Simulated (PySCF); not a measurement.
# Electron correlation in Be (beryllium, neutral)

[He] 2s2, closed-shell 1S. Calculation: PySCF 2.14, in x2c-SVPall (3s2p, 9 functions); the spin-free X2C one-electron Hamiltonian (Gaussian nucleus). Frozen: 1s2; 2 electrons correlated.

Total MP2 correlation energy: -22.03 mhartree.

Same-spin part 0.00 and opposite-spin part -22.03 mhartree; SCS-MP2 scales them by 1/3 and 6/5 to -26.43 mhartree.

With two correlated electrons CCSD is exact within the correlated space (frozen core and kept virtual orbitals).

| level | correlation energy (mhartree) |
| --- | --- |
| CCSD | -44.19 |

Diagnostics: T1 = 0.019, D1 = 0.0273, largest double amplitude 0.161.

**Question.** Is a single reference adequate?

**Answer.** Not fully. A double-excitation amplitude exceeds 0.15, a sign of near-degeneracy.
